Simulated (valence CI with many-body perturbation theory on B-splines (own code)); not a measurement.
The numbers below are computed, except where a source is named.
**Level structure of Ir⁶³⁺**

Method: configuration interaction combined with many-body perturbation theory (CI+MBPT): four valence electrons over a frozen Dirac-Fock core [Ne], radial functions for each j: 11 s, 11 p, 10 d, 8 f, 5 g, 2 h, with the one-electron correlation potential Σ1, the two-electron term Σ2, the three-electron term Σ3, Breit, model QED; selected CI, second order for the rest, scaled by the run's own slope (own B-spline code, finite nucleus).

No measured spectrum was set against this ion. As an estimate, large intervals hold to a few tenths of a per cent, small ones and those within an open d or f shell to about a per cent. Among the levels kept, up to 600 cm⁻¹ of a level comes from second order outside the variational space, and about a tenth of that is noise between levels of different J, which matters for small intervals.

Levels 46 to 90 of 169, with energies above the lowest level, (3s^2 3p1/2^2) J=0. "Leading %" is the weight of the configuration and term that name the level; weights of strongly mixed levels are sums over their largest components and can fall short. In the jj column 3d3/2^4 stands for four electrons in 3d with j = 3/2.

```csv
No.,Configuration,Term,J,E (eV),Leading %,g,Second component,Leading jj
46,3s 3p2 3d,5D,4,1335.6,46,1.380,36 % 3s 3p2 3d 5F,3s 3p1/2 3p3/2 3d5/2 (99 %)
47,3s 3p2 3d,3P,2,1357.9,33,1.338,17 % 3s 3p2 3d 5D,3s 3p1/2 3p3/2 3d5/2 (96 %)
48,3s 3p2 3d,3G,5,1359.8,60,1.264,40 % 3s 3p2 3d 5F,3s 3p1/2 3p3/2 3d5/2 (99 %)
49,3s 3p2 3d,3F,3,1368.1,43,1.275,24 % 3s 3p2 3d 5P,3s 3p1/2 3p3/2 3d5/2 (96 %)
50,3s2 3d2,3F,2,1372.2,44,0.872,18 % 3s2 3d2 1D,3s^2 3d3/2^2 (63 %)
51,3s 3p2 3d,3D,3,1379.2,62,1.291,10 % 3s 3p2 3d 5D,3s 3p1/2 3p3/2 3d5/2 (96 %)
52,3s 3p2 3d,3P,1,1379.9,39,1.164,27 % 3s 3p2 3d 3D,3s 3p1/2 3p3/2 3d5/2 (93 %)
53,3s 3p2 3d,3F,4,1382.8,41,1.168,35 % 3s 3p2 3d 1G,3s 3p1/2 3p3/2 3d5/2 (93 %)
54,3s 3p2 3d,1D,2,1388.0,35,1.081,19 % 3s 3p2 3d 3D,3s 3p1/2 3p3/2 3d5/2 (79 %)
55,3s 3p2 3d,3D,3,1394.9,37,1.192,23 % 3s 3p2 3d 3F,3s 3p1/2 3p3/2 3d5/2 (91 %)
56,3s 3p2 3d,3F,4,1398.0,47,1.144,31 % 3s 3p2 3d 3G,3s 3p1/2 3p3/2 3d5/2 (90 %)
57,3s2 3d2,3P,0,1399.6,47,,25 % 3s 3p2 3d 3P,3s^2 3d3/2^2 (71 %)
58,3s 3p2 3d,3D,1,1400.7,39,0.925,24 % 3s 3p2 3d 1P,3s 3p1/2 3p3/2 3d5/2 (91 %)
59,3s 3p2 3d,3P,1,1413.5,29,1.334,27 % 3s 3p2 3d 3S,3s 3p1/2 3p3/2 3d5/2 (91 %)
60,3s 3p2 3d,1F,3,1414.9,38,1.084,30 % 3s 3p2 3d 3F,3s 3p1/2 3p3/2 3d5/2 (86 %)
61,3s 3p2 3d,3D,2,1415.9,20,1.169,18 % 3s 3p2 3d 3P,3s 3p1/2 3p3/2 3d5/2 (80 %)
62,3s 3p2 3d,1S,0,1417.5,42,,40 % 3s 3p2 3d 3P,3s 3p1/2 3p3/2 3d5/2 (82 %)
63,3s 3p2 3d,3D,2,1424.3,33,1.169,27 % 3s 3p2 3d 3P,3s 3p1/2 3p3/2 3d5/2 (95 %)
64,3s2 3d2,3F,3,1460.2,78,1.077,7 % 3s 3p2 3d 3F,3s^2 3d3/2 3d5/2 (78 %)
65,3p3 3d,3D°,2,1461.2,16,0.925,14 % 3p3 3d 3F°,3p1/2^2 3p3/2 3d3/2 (67 %)
66,3s2 3d2,1G,4,1471.1,62,1.069,26 % 3s2 3d2 3F,3s^2 3d3/2 3d5/2 (86 %)
67,3s2 3d2,3P,2,1471.6,40,1.172,22 % 3s2 3d2 1D,3s^2 3d3/2 3d5/2 (79 %)
68,3p3 3d,3P°,0,1474.9,52,,20 % 3p3 3d 5D°,3p1/2^2 3p3/2 3d3/2 (82 %)
69,3s2 3d2,3P,1,1476.1,82,1.478,6 % 3s 3p2 3d 3P,3s^2 3d3/2 3d5/2 (82 %)
70,3p3 3d,3F°,3,1480.7,24,1.057,19 % 3p3 3d 3G°,3p1/2^2 3p3/2 3d3/2 (84 %)
71,3p3 3d,3D°,1,1480.9,32,1.072,25 % 3p3 3d 3P°,3p1/2^2 3p3/2 3d3/2 (89 %)
72,3s 3p3,3P°,2,1485.0,48,1.395,16 % 3s 3p3 5S°,3s 3p3/2^3 (93 %)
73,3s 3p 3d2,5G°,2,1487.4,45,0.646,20 % 3s 3p 3d2 3F°,3s 3p1/2 3d3/2^2 (72 %)
74,3s 3p 3d2,5G°,3,1504.0,26,0.993,18 % 3s 3p 3d2 3F°,3s 3p1/2 3d3/2^2 (86 %)
75,3s 3p3,1P°,1,1521.3,36,1.181,24 % 3s 3p3 3S°,3s 3p3/2^3 (98 %)
76,3s 3p 3d2,5D°,0,1533.3,48,,36 % 3s 3p 3d2 3P°,3s 3p1/2 3d3/2^2 (81 %)
77,3s 3p 3d2,3D°,1,1536.7,40,0.480,38 % 3s 3p 3d2 5F°,3s 3p1/2 3d3/2^2 (94 %)
78,3s 3p 3d2,3P°,1,1543.4,30,1.391,25 % 3s 3p 3d2 5D°,3s 3p1/2 3d3/2^2 (92 %)
79,3s 3p 3d2,3D°,2,1544.8,27,1.138,21 % 3s 3p 3d2 5F°,3s 3p1/2 3d3/2^2 (87 %)
80,3s2 3d2,3F,4,1552.6,68,1.171,28 % 3s2 3d2 1G,3s^2 3d5/2^2 (94 %)
81,3s2 3d2,1D,2,1563.0,45,1.204,44 % 3s2 3d2 3P,3s^2 3d5/2^2 (95 %)
82,3p3 3d,3F°,4,1573.1,43,1.226,21 % 3p3 3d 5D°,3p1/2^2 3p3/2 3d5/2 (86 %)
83,3p3 3d,3D°,2,1579.7,23,1.226,17 % 3p3 3d 3P°,3p1/2^2 3p3/2 3d5/2 (74 %)
84,3s 3p 3d2,5G°,3,1584.4,20,1.125,15 % 3s 3p 3d2 5F°,3s 3p1/2 3d3/2 3d5/2 (74 %)
85,3s2 3d2,1S,0,1591.5,66,,29 % 3s2 3d2 3P,3s^2 3d5/2^2 (94 %)
86,3s 3p 3d2,5D°,1,1596.4,31,1.690,29 % 3s 3p 3d2 5P°,3s 3p1/2 3d3/2 3d5/2 (86 %)
87,3s 3p 3d2,5G°,4,1597.5,41,1.122,18 % 3s 3p 3d2 3G°,3s 3p1/2 3d3/2 3d5/2 (96 %)
88,3s 3p 3d2,5D°,2,1598.6,24,1.239,9 % 3s 3p 3d2 5P°,3s 3p1/2 3d3/2 3d5/2 (81 %)
89,3p3 3d,3D°,3,1601.5,18,1.176,11 % 3s 3p 3d2 5G°,3p1/2^2 3p3/2 3d5/2 (57 %)
90,3p3 3d,1P°,1,1613.6,18,1.244,15 % 3p3 3d 3D°,3p1/2^2 3p3/2 3d5/2 (71 %)
```
